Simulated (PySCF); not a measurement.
## A single-point calculation

TlF (singlet). PySCF 2.14.0, RKS PBE0, Tl def2-SVP with ECP60, F def2-SVP; non-relativistic Hamiltonian with scalar-relativistic core potentials where named; density fitting; no spin-orbit coupling. Purpose: singlet excitations, Tamm-Dancoff PBE0.

```python
mol = gto.M(atom='''
Tl     0.00000    -0.00000    -0.13324
F      0.00000     0.00000     1.96134''',
    basis={'Tl': 'def2-SVP', 'F': 'def2-SVP'},
    ecp={'Tl': 'def2-SVP'},
    charge=0, spin=0)
mf = dft.RKS(mol, xc='PBE0')
mf.grids.atom_grid = (50, 194)
mf = mf.density_fit()  # fitting sets: Tl def2-universal-JKFIT, F def2-universal-JKFIT
mf.conv_tol = 1e-08; mf.max_cycle = 55
mf.kernel(dm0)  # dm0: converged density of the relaxed state
td = mf.TDA(); td.nstates = 8; td.kernel()
```

Run from Python with OMP_NUM_THREADS=2; the lines above give its settings. Where DIIS fails, smearing, a level shift and second-order steps follow.
It took 0.9 s on 2 threads of Arm Neoverse V2, with other jobs on the host, from an already converged density.

Where do the frontier levels lie, over both spins?

HOMO -7.59 eV, LUMO -1.40 eV. 

What are the Mulliken charges and spins?


| atom | charge (e) | spin (e) |
| --- | --- | --- |
| Tl1 | 0.499 | 0.000 |
| F2 | -0.499 | 0.000 |

Which singlet excitations follow (Tamm-Dancoff, 8 states)?


```tsv
state	eV	oscillator strength
1	5.05	0.0985
2	5.05	0.0985
3	5.53	0.0000
4	5.61	0.0000
5	5.61	0.0000
6	6.23	0.0163
7	7.32	0.0068
8	7.32	0.0068
```
Functionals without range separation put charge-transfer states too low; the basis has no diffuse functions.

The geometry was relaxed with PBE0 (Tl def2-SVP with ECP60, F def2-SVP).
